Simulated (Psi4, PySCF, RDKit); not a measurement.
Conformational energy of SMILES N#Cc1ccccc1O (C7H5NO), singlet. Scanned: dihedral C3–C8–O9–H14; all other coordinates were relaxed at GFN2-xTB. Points at φ and −φ are mirror images. Heavy atoms are numbered in the order of the SMILES N#Cc1ccccc1O, hydrogens after them in the order of the atoms that carry them; the mirror image has the same energies with the sign of each dihedral reversed.

Computed with: RHF/3-21G = restricted Hartree-Fock/3-21G, density fitting // GFN2-xTB in PySCF; MMFF94 // GFN2-xTB (RDKit); PBE-D3(BJ)/def2-SVP // GFN2-xTB (Psi4).

Energies relative to the lowest point of each profile, in mEh:

| φ / ° | RHF/3-21G | MMFF94 |
|---|---|---|
| -160 | 3.5 | 0.7 |
| -140 | 4.7 | 2.4 |
| -120 | 5.7 | 4.6 |
| -80 | 5.7 | 5.9 |
| -60 | 4.6 | 4.2 |
| -40 | 2.7 | 2.0 |
| 40 | 2.7 | 2.0 |
| 60 | 4.6 | 4.2 |
| 80 | 5.7 | 5.9 |
| 100 | 6.0 | 6.1 |
| 120 | 5.7 | 4.6 |
| 180 | 2.9 | 0.0 |

Question: What does PBE-D3(BJ)/def2-SVP give at the same points?

Answer: -160: 5.6; -140: 8.2; -120: 11.1; -80: 11.8; -60: 8.6; -40: 4.6; 40: 4.6; 60: 8.6; 80: 11.8; 100: 12.7; 120: 11.1; 180: 4.5 (mEh).
